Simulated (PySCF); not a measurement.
Relaxation of singlet MnS₃⁻

Level of theory: PySCF, PBE0, basis Mn def2-SVPD, S def2-SVPD (no relativity, density fitting). A (50,194) grid was used.

A hand-made T-shaped start, of C2v symmetry, held to at least that symmetry:

```xyz
4
charge -1 multiplicity 1, angstrom
Mn    0.0000    0.0000   -0.4512
S     0.0000    0.0000    1.5388
S     1.9888    0.0000   -0.3818
S    -1.9888    0.0000   -0.3818
```

Optimiser trace:
```
step  E − E(last) (kJ/mol)  largest gradient (Eh/bohr)
   0                 40.79                     0.07873
   1                 13.97                     0.02788
   2                  5.53                     0.01047
   3                  2.98                     0.01376
   4                  0.98                     0.01050
   5                  0.10                     0.00432
   6                  0.01                     0.00056
   7                  0.00                     0.00031
   8                  0.00                     0.00006
```

It ends at C2v with Mn–S 2.065 Å (×3); S–Mn–S 78.1° (×2), S–Mn–S 156.2°. A frequency run shows 1 imaginary mode, down to 195i cm⁻¹, so it is a saddle point. Other isomers or separated fragments may lie lower.

Final geometry:
```xyz
4
charge -1 multiplicity 1, angstrom
Mn    0.0000    0.0000   -0.6181
S     0.0000    0.0000    1.4471
S     2.0209    0.0000   -0.1925
S    -2.0209    0.0000   -0.1925
```

Stability towards spin polarisation was not tested.
